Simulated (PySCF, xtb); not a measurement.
Cl2GaHO, SMILES [OH][Ga]([Cl])[Cl].

GFN2-xTB in xtb at its own geometry gives an orbital gap of 4.21 eV and a dipole moment of 1.26 D.

Geometry optimised at B3LYP-D3(BJ)/def2-SVP. The values are those of a single conformer.

Problem. What does CAM-B3LYP/def2-TZVPD run with PySCF give? (The exact figures need the calculation; the answer reports its results.)

Solution. gap 9.76 eV (levels -10.83 and -1.07 eV), dipole 1.45 D.
